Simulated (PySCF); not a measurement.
Basis and Hamiltonian dependence of the ionisation energy of Ta²⁺

Ta²⁺ [Xe] 4f14 5d3 (4F) → Ta³⁺ [Xe] 4f14 5d2 (3F). All values are computed (PySCF 2.14, energy differences of UHF-based or UKS calculations, no spin-orbit coupling). Values in eV.

```json
{"basis": "cc-pVDZ-PP with ECP60MDF", "Hamiltonian": "ECP", "functions": "38", "UHF": "23.157", "r2SCAN": "24.293", "PBE0": "n/a", "MP2 (valence)": "23.362", "CCSD(T) (valence)": "n/a", "CCSD(T) (valence and next inner shell)": "n/a"}
{"basis": "def2-TZVP with the def2 core potential (60 electrons)", "Hamiltonian": "ECP", "functions": "40", "UHF": "23.069", "r2SCAN": "n/a", "PBE0": "n/a", "MP2 (valence)": "23.276", "CCSD(T) (valence)": "n/a", "CCSD(T) (valence and next inner shell)": "n/a"}
{"basis": "aug-cc-pVDZ-PP with ECP60MDF", "Hamiltonian": "ECP", "functions": "54", "UHF": "23.155", "r2SCAN": "24.291", "PBE0": "24.278", "MP2 (valence)": "23.362", "CCSD(T) (valence)": "23.423", "CCSD(T) (valence and next inner shell)": "n/a"}
{"basis": "def2-TZVPPD with the def2 core potential (60 electrons)", "Hamiltonian": "ECP", "functions": "59", "UHF": "23.048", "r2SCAN": "24.180", "PBE0": "24.170", "MP2 (valence)": "23.326", "CCSD(T) (valence)": "23.391", "CCSD(T) (valence and next inner shell)": "23.690"}
{"basis": "aug-cc-pwCVDZ-PP with ECP60MDF", "Hamiltonian": "ECP", "functions": "70", "UHF": "23.140", "r2SCAN": "24.286", "PBE0": "24.272", "MP2 (valence)": "23.408", "CCSD(T) (valence)": "23.474", "CCSD(T) (valence and next inner shell)": "23.712"}
{"basis": "def2-QZVPPD with the def2 core potential (60 electrons)", "Hamiltonian": "ECP", "functions": "84", "UHF": "23.043", "r2SCAN": "24.178", "PBE0": "24.170", "MP2 (valence)": "23.341", "CCSD(T) (valence)": "23.406", "CCSD(T) (valence and next inner shell)": "23.748"}
{"basis": "aug-cc-pVTZ-PP with ECP60MDF", "Hamiltonian": "ECP", "functions": "88", "UHF": "23.129", "r2SCAN": "24.267", "PBE0": "24.266", "MP2 (valence)": "23.416", "CCSD(T) (valence)": "23.480", "CCSD(T) (valence and next inner shell)": "n/a"}
{"basis": "x2c-TZVPPall", "Hamiltonian": "spin-free X2C", "functions": "97", "UHF": "23.110", "r2SCAN": "24.211", "PBE0": "24.211", "MP2 (valence)": "23.362", "CCSD(T) (valence)": "23.423", "CCSD(T) (valence and next inner shell)": "n/a"}
{"basis": "ANO-RCC-VTZP", "Hamiltonian": "spin-free X2C", "functions": "104", "UHF": "23.121", "r2SCAN": "24.282", "PBE0": "24.265", "MP2 (valence)": "23.372", "CCSD(T) (valence)": "23.429", "CCSD(T) (valence and next inner shell)": "n/a"}
{"basis": "x2c-TZVPPall with one added diffuse shell each of s, p, d, f type", "Hamiltonian": "spin-free X2C", "functions": "113", "UHF": "23.110", "r2SCAN": "24.211", "PBE0": "24.211", "MP2 (valence)": "23.361", "CCSD(T) (valence)": "23.423", "CCSD(T) (valence and next inner shell)": "n/a"}
{"basis": "aug-cc-pVTZ-PP with one added diffuse shell each of s, p, d, f, g type with ECP60MDF", "Hamiltonian": "ECP", "functions": "113", "UHF": "23.129", "r2SCAN": "24.267", "PBE0": "24.266", "MP2 (valence)": "23.416", "CCSD(T) (valence)": "n/a", "CCSD(T) (valence and next inner shell)": "n/a"}
{"basis": "aug-cc-pwCVTZ-PP with ECP60MDF", "Hamiltonian": "ECP", "functions": "122", "UHF": "23.125", "r2SCAN": "24.265", "PBE0": "24.264", "MP2 (valence)": "23.430", "CCSD(T) (valence)": "n/a", "CCSD(T) (valence and next inner shell)": "n/a"}
{"basis": "x2c-QZVPPall", "Hamiltonian": "spin-free X2C", "functions": "144", "UHF": "23.142", "r2SCAN": "n/a", "PBE0": "n/a", "MP2 (valence)": "n/a", "CCSD(T) (valence)": "n/a", "CCSD(T) (valence and next inner shell)": "n/a"}
```

Frozen in the all-electron rows: valence and next inner shell: [Kr] 4d10 4f14; valence: [Xe] 4f14; with a core potential, the same shells as far as they lie outside it.

Between the lowest levels the reference is 23.1 ± 1.6 eV (theoretical estimate listed by NIST; NIST Atomic Spectra Database, ionization energies); it includes spin-orbit coupling, which these numbers lack.
